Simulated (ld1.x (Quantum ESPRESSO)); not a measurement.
**Transferability test, ultrasoft potential for oxygen (O)**

oxygen (O), ultrasoft, made with ld1.x (Quantum ESPRESSO) 7.5 (BLYP, non-relativistic). Core [He], reference 2s2 2p4. Waves: 2s (bound): rcut 0.85, rcutus 1.05 bohr; 2s channel at -1.35 Ry: rcut 0.85, rcutus 1.05 bohr; 2p (bound): rcut 0.75, rcutus 1.00 bohr; 2p channel at 0.35 Ry: rcut 0.75, rcutus 1.00 bohr; 3d channel at -0.2 Ry: rcut 0.75, rcutus 0.95 bohr. Local part: all-electron potential smoothed inside 0.75 bohr (lloc = -2). Core correction: Bessel-smoothed model core, default radius (core density twice the valence density). Augmentation charge: built from norm-conserving waves at rcut, not smoothed further.

Energies are relative to the spin-unpolarised reference configuration 2s2 2p4; without spin polarisation the order of configurations can differ from experiment.

```
valence configuration  charge  ΔE all-electron (eV)  error AE − PS (meV)
              2s2 2p3      +1                16.436                  0.0
              2s2 2p2      +2                50.052                 +0.8
              2s0 2p6       0                29.603                  +18
              2s1 2p4      +1                31.470                 +5.5
              2s1 2p5       0                14.777                 +4.2
```

(1) What are ΔE and the potential's error for 2s2 2p3.5?

(2) What are ΔE and the potential's error for 2s2 2p1?

Levels in the configuration 2s2 2p1:

| level | all-electron (eV) | pseudo (eV) |
| --- | --- | --- |
| 2s | -79.336 | -79.301 |
| 2p | -65.054 | -65.038 |

## Answers

(1) ΔE = 6.287 eV all-electron; the error (AE − PS) is 0.0 meV.

(2) ΔE = 103.993 eV all-electron; the error (AE − PS) is +8.6 meV.
